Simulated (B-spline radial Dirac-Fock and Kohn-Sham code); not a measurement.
# Re 5s: cross section and angular parameters

System: atomic rhenium in the configuration [Xe] 4f14 5d5 6s2; threshold 83.00 eV (tabulated edge). Level of theory: Dirac-Hartree-Slater photoionisation with a Latter tail; cross sections with all multipoles, angular parameters from the dipole term and its interference with E2; an atomic code on a B-spline grid.

The run's input, task.json:

```json
{"items": [{
  "Z": 75,
  "q": 0,
  "cfg": [[1, 0, 2], [2, 0, 2], [2, 1, 6], [3, 0, 2], [3, 1, 6], [3, 2, 10], [4, 0, 2], [4, 1, 6], [4, 2, 10], [4, 3, 14], [5, 0, 2], [5, 1, 6], [5, 2, 5], [6, 0, 2]],
  "A": 187,
  "rrms": 5.3698,
  "do": "xps",
  "hv": [99.4, 120.0, 126.0, 136.0, 144.0, 150, 155.0, 200, 270.0, 300, 322.0, 330.0, 400, 532.0, 600, 717.0, 801.0, 1253.6, 2984.4, 3520.0, 3530.0, 3840.0, 4700.0, 5630.0, 6000, 6300.0, 6710.0, 9930.0, 11200.0, 13600.0],
  "edges": {"K": 71676.0, "L1": 12527.0, "L2": 11959.0, "L3": 10535.0, "M1": 2932.0, "M2": 2682.0, "M3": 2367.0, "M4": 1949.0, "M5": 1883.0, "N1": 625.4, "N2": 518.7, "N3": 446.8, "N4": 273.9, "N5": 260.5, "O1": 83.0}
}]}
```

Run with: `python xray2_run.py task.json out`

For linearly polarised light dσ/dΩ = σ/(4π) [1 + β P₂(cos θ) + (δ + γ cos²θ) sin θ cos φ], with θ from the polarisation vector and φ the angle between the beam and the projection of the electron momentum on the plane normal to the polarisation.

```
hν (eV)  σ (kb)      β       γ
   99.4    55.2  0.344  -0.283
    120    61.7  0.959  -0.188
    126    63.4  1.072  -0.149
    136    65.1  1.215  -0.088
    144    65.5  1.301  -0.046
    150    65.4  1.355  -0.017
    155    65.1  1.393   0.005
    200    60.1  1.595   0.151
    270    49.0  1.720   0.277
    300    44.6  1.748   0.310
    322    41.8  1.765   0.331
    330    40.8  1.770   0.337
    400    33.3  1.805   0.385
    532    23.6  1.841   0.432
    600    20.3  1.853   0.443
    717    16.0  1.868   0.453
    801    13.8  1.876   0.454
 1253.6    7.09  1.902   0.414
 2984.4    1.73  1.932   0.141
   3520       ?      ?       ?
   3530    1.29  1.936   0.070
   3840    1.12  1.938   0.034
   4700   0.776  1.942  -0.045
   5630   0.556  1.944  -0.105
   6000   0.494  1.945  -0.121
   6300   0.450  1.946  -0.132
   6710   0.400  1.947  -0.144
   9930   0.188  1.951  -0.139
  11200   0.148  1.951  -0.103
  13600   0.100  1.952  -0.001
```

**Question.** Give the values at 3520 eV.

**Answer.** σ = 1.30 kb, β = 1.936, γ = 0.071. For an s subshell δ is negligible.

Values without a named source are computed, but for edge energies of neutral atoms, which are taken from tables.
